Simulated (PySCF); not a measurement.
Geometries of 2 isomers of C2H8OSi, from PBE0-D3(BJ)/def2-SVP geometry optimisation, gas phase (PySCF). One conformer each, no zero-point energy, no frequencies.

Problem. Which is lower in electronic energy at this level?
A.
```xyz
12
angstrom
C      2.008   -0.156    0.221
O      0.629   -0.368    0.162
Si    -0.505    0.841   -0.016
C     -2.179    0.027   -0.050
H      2.398    0.320   -0.698
H      2.297    0.480    1.080
H      2.514   -1.127    0.337
H     -0.246    1.598   -1.285
H     -0.398    1.812    1.121
H     -2.973    0.782   -0.158
H     -2.253   -0.676   -0.894
H     -2.358   -0.533    0.881
```
B.
```xyz
12
angstrom
C     -1.744    0.722    0.411
C     -0.654   -0.068   -0.272
O      0.574    0.175    0.373
Si     2.014   -0.517   -0.088
H     -2.717    0.543   -0.072
H     -1.820    0.433    1.470
H     -1.524    1.799    0.367
H     -0.895   -1.149   -0.247
H     -0.590    0.218   -1.340
H      2.348   -0.164   -1.505
H      1.953   -2.009    0.019
H      3.056    0.016    0.830
```

Solution. A. That is `CO[SiH2]C`, 7.2 kcal/mol below the other.

```csv
SMILES,atoms numbered as above,E (Eh),relative (kcal/mol),relative (kJ/mol),dipole (D)
CO[SiH2]C,[CH3:1][O:2][SiH2:3][CH3:4],-445.26600,0.0,0.0,0.32
CCO[SiH3],[CH3:1][CH2:2][O:3][SiH3:4],-445.25449,7.2,30.2,1.05
```

As drawn, the lower has an Si–C bond, which the higher lacks.
